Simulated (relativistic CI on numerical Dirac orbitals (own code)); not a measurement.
**Sensitivity of the levels of Mg5+ to α**

Method of calculation: Dirac-Coulomb-Breit CI, orbitals from a KLI potential per configuration, valence Slater integrals scaled by 0.85, P86 correlation energy added to each configuration, derivatives by finite differences, QED left out (own radial code, finite nucleus).

CI space (outside the closed core 1s2): 2s2 2p3, 2s 2p4, 2p5, 2s2 2p2 3s, 2s2 2p2 3p, 2s2 2p2 3d, 2p4 3s, 2p4 3p. Levels of other configurations are missing.

With x = (α/α₀)² − 1 an excitation energy changes as ω = ω₀ + qx; K = 2q/ω₀ is the relative enhancement. Terms are leading LS components, so labels can repeat.

Lowest level 2s2 2p3 4S°_3/2.

| Level | ω₀ (cm⁻¹) | q (cm⁻¹) |
| --- | --- | --- |
| 2s2 2p3 2D°_3/2 | 50134 | -223.1 |
| 2s2 2p3 2D°_5/2 | 50150 | -33.54 |
| 2s2 2p3 2P°_1/2 | 73101 | 258.5 |
| 2s2 2p3 2P°_3/2 | 73258 | 636.6 |
| 2s 2p4 4P_5/2 | 252409 | 2357 |
| 2s 2p4 4P_3/2 | 254033 | 3996 |
| 2s 2p4 4P_1/2 | 254894 | 4835 |
| 2s 2p4 2D_5/2 | 341165 | 3428 |
| 2s 2p4 2D_3/2 | 341206 | 3439 |
| 2s 2p4 2S_1/2 | 391312 | 3520 |
| 2s 2p4 2P_3/2 | 418382 | 3089 |
| 2s 2p4 2P_1/2 | 420293 | 5058 |
| 2p5 2P°_3/2 | 670002 | 5977 |

At this charge configurations can still be misplaced by up to about 7 % of their energy.

(1) Which transition from the lowest level has the largest |K|?

Answers

(1) 2s 2p4 4P_1/2 at 254894 cm⁻¹, K = 0.0379.
